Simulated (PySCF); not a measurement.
Ge(F)3(OSiH3) (F₃GeH₃OSi), SMILES [F][Ge]([F])([F])[O][SiH3].

Geometry: r2SCAN-D4/def2-SVP. The values are those of a single conformer.

Two levels are set side by side: PBE/def2-TZVP (PySCF) and HF/def2-TZVP (PySCF). Same geometry, gas phase. Differences are taken from unrounded values.

```
quantity                         HF
---------------------------  ------
orbital gap (eV)              15.49
highest occupied level (eV)  -13.31
lowest empty level (eV)        2.18
dipole moment (D)              2.35
mean polarisability (bohr³)    45.1
```

Problem. What does PBE give, and how far is it from HF? (The exact figures need the calculation; the answer reports its results.)

Solution. 
```json
[
 {"quantity": "orbital gap (eV)", "PBE": "5.62", "PBE minus HF": "-9.87"},
 {"quantity": "highest occupied level (eV)", "PBE": "-8.18", "PBE minus HF": "5.12"},
 {"quantity": "lowest empty level (eV)", "PBE": "-2.56", "PBE minus HF": "-4.75"},
 {"quantity": "dipole moment (D)", "PBE": "2.06", "PBE minus HF": "-0.29"},
 {"quantity": "mean polarisability (bohr³)", "PBE": "54.5", "PBE minus HF": "9.4"}
]
```

PBE's occupied levels lie high since its potential decays too fast outside the molecule; exact exchange lowers them and widens the gap. Loosely held outer electrons make PBE densities more polarisable. Differences between two approximate levels are no errors against the true value.

Rough cost on one machine, each run with all the roots and properties that it gave: HF against PBE about 1/2.
